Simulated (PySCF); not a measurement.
CH7ClN2Si. Atoms are numbered in the order given.

```xyz
12

N     -2.2283    -1.2344     0.7420
C     -1.5226    -0.3379    -0.1839
Si     0.2223     0.0970     0.3833
N      1.1105    -1.3740     0.5586
Cl     1.0606     1.4443    -1.0022
H     -2.3911    -0.7643     1.6334
H     -1.6379    -2.0388     0.9594
H     -2.1128     0.5820    -0.3332
H     -1.4704    -0.8061    -1.1842
H      0.2455     0.7621     1.7123
H      1.9482    -1.3823     1.1341
H      1.2368    -1.9766    -0.2511
```
Charge 0, spin multiplicity 1.

The structure is a stationary point at B3LYP-D3(BJ)/def2-SVP. The structure was generated by enumeration; whether it is a known compound was not checked. The values are those of a single conformer.

The numbers are results of B3LYP/def2-TZVP in PySCF, not measurements.

The molecule is in vacuum.

```
Item                                                                                                            Value
---------------------------------------------------------------------------------------------  ----------------------
total energy                                                                                       -901.72567 hartree
highest occupied level                                                                                       -6.48 eV
lowest empty level                                                                                            0.22 eV
orbital gap                                                                                                   6.69 eV
dipole moment                                                                                                  2.10 D
quadrupole, principal values (traceless, Buckingham form, about the centre of nuclear charge)  -12.13, 3.20, 8.94 D·Å
mean static polarisability                                                                       66.1 bohr³ (9.79 Å³)
polarisability, principal values                                                               57.0, 62.7, 78.5 bohr³
```
